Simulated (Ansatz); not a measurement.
`C[SiH2]C[SiH2]F` + `OC=S` → `O[SiH2]F` + `C[SiH2]CC=S`  (formal exchange of groups at the Si–C bond)

Gas-phase electronic energies from Ansatz, PBE0-D4/def2-TZVP geometries. CCSD(T)/CBS adds triple-zeta CCSD(T) − MP2 to the extrapolated MP2 energy (def2 sets, frozen cores). This one scheme is used for every species. DFT in def2-TZVPP. B3LYP here is the variant with VWN-RPA as its local correlation; programs differ in this. One conformer a species, not always the lowest.

CCSD(T)/CBS gives -26.3 kcal/mol.

Task: Another level gave -22.0 kcal/mol. Which?
A. B3LYP-D4/def2-TZVPP
B. B2PLYP/def2-TZVPP
C. CCSD/def2-TZVPP
D. PBE0/def2-TZVPP

Result: D. PBE0 -22.0, CCSD/def2-TZVPP -26.4, B3LYP-D4 -23.9, B2PLYP -25.2 kcal/mol.

Largest T1 diagnostic among the species: 0.018.

From PBE to PBE0 (25 % exact exchange), in def2-TZVPP and without D4, ΔE moves by −1.9 kcal/mol.
